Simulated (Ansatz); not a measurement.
BH4P (SMILES BP) moved off its minimum; all values from Ansatz (an electronic-structure program), cores frozen in correlated methods.
(charge 0, multiplicity 1)
```xyz
6

B      0.00620    -0.48442    -1.30113
H     -0.72339    -0.03484    -2.05844
H      0.85741    -1.26725    -1.47199
P     -0.10213     0.13833     0.57484
H     -0.47622     1.54929     0.45591
H      1.23663     0.15189     1.06344
```

| level | largest force (eV/Å) | on atom | rms difference from CCSD(T)/aug-cc-pV(T+d)Z (eV/Å) | dipole (D) |
|---|---|---|---|---|
| HF/def2-TZVPP | 2.84 | B1 | 0.148 | 0.88 |
| PBE/def2-TZVPP | 3.11 | B1 | 0.143 | 0.62 |
| r2SCAN/def2-TZVPP | 3.10 | B1 | 0.076 | 0.62 |
| B3LYP/def2-TZVPP | 2.94 | B1 | 0.050 | 0.58 |
| wB97M-V/def2-TZVPP | 3.04 | B1 | 0.064 | 0.58 |
| MP2/aug-cc-pV(T+d)Z | 3.04 | B1 | 0.071 | 0.61 |
| CCSD(T)/aug-cc-pV(T+d)Z | 2.99 | B1 | 0.000 | 0.59 |

The differences count from one level among others, with limits of its own. Forces at CCSD(T)/aug-cc-pV(T+d)Z (eV/Å):

| atom | Fx | Fy | Fz |
|---|---|---|---|
| B1 | 0.914 | 0.898 | 2.702 |
| H2 | -0.840 | 0.182 | -0.888 |
| H3 | 0.135 | -0.553 | -0.391 |
| P4 | -0.420 | 0.240 | -1.238 |
| H5 | 0.541 | -1.005 | 0.132 |
| H6 | -0.330 | 0.237 | -0.317 |
